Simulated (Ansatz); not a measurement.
`N[SiH]([SiH3])[SiH3]` and `CS[SiH](N)[SiH3]` differ in one atom or group.

Ansatz, PBE0-D4/def2-TZVP geometries, multiplicity 1. Each molecule was computed in one conformer, which needn't be the lowest.

```tsv
property	`N[SiH]([SiH3])[SiH3]`
LUMO energy (B3LYP/def2-TZVPP) / eV	-0.69
HOMO energy (PBE0/def2-TZVPP) / eV	-7.38
HOMO–LUMO gap (PBE0/def2-TZVPP) / eV	6.85
LUMO energy (PBE0/def2-TZVPP) / eV	-0.53
HOMO–LUMO gap (ωB97M-V/def2-TZVPP) / eV	10.81
LUMO energy (PBE/def2-TZVPP) / eV	-1.34
```

Question: What does the change do to each property? (Best estimate.)

Answer: Ansatz gave: 
```csv
property,`CS[SiH](N)[SiH3]`,shift
LUMO energy (B3LYP/def2-TZVPP) / eV,-0.15,0.54
HOMO energy (PBE0/def2-TZVPP) / eV,-6.73,0.65
HOMO–LUMO gap (PBE0/def2-TZVPP) / eV,6.79,-0.06
LUMO energy (PBE0/def2-TZVPP) / eV,0.06,0.59
HOMO–LUMO gap (ωB97M-V/def2-TZVPP) / eV,10.54,-0.27
LUMO energy (PBE/def2-TZVPP) / eV,-0.77,0.57
```

With PBE0 the HOMO rises by 0.65 eV and the LUMO rises by 0.59 eV, so the gap narrows by about 0.06 eV. PBE moves the HOMO by 0.46 eV and ωB97M-V by 0.79 eV.

B3LYP here is the variant with VWN-RPA as its local correlation; programs differ in this.
